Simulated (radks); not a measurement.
Q: Hf3+, configuration [Xe] 4f14 5d1 (the NIST ground configuration). Calculated with a radial shooting solver on a logarithmic mesh with Libxc functionals: Dirac Kohn-Sham, PBE, spin-unpolarised, spherical densities, finite nucleus; open shells fill j = l - 1/2 first; Fermi nuclear charge, rms radius 5.347 fm.

Spin-orbit splittings of the eigenvalues, e(l+1/2) - e(l-1/2), with zeta = 2 splitting/(2l+1) and mean radii in bohr:

| shell | occ. | splitting (eV) | zeta (eV) | <r> j=l-1/2 | <r> j=l+1/2 |
|---|---|---|---|---|---|
| 2p | 6 | 1192 | 794.5 | 0.06612 | 0.07385 |
| 3p | 6 | 255.4 | 170.3 | 0.1981 | 0.2124 |
| 3d | 10 | 55.71 | 22.28 | 0.1863 | 0.1908 |
| 4p | 6 | 58.43 | 38.95 | 0.4746 | 0.5075 |
| 4d | 10 | ? | ? | 0.5286 | 0.5401 |
| 4f | 14 | 1.748 | 0.4995 | 0.6673 | 0.6794 |
| 5p | 6 | 7.947 | 5.298 | 1.254 | 1.354 |
| 5d | 1 | 0.6934 | 0.2774 | 1.915 | 1.962 |

Estimate the 4d splitting.

A: 10.70 eV (zeta = 4.280 eV).
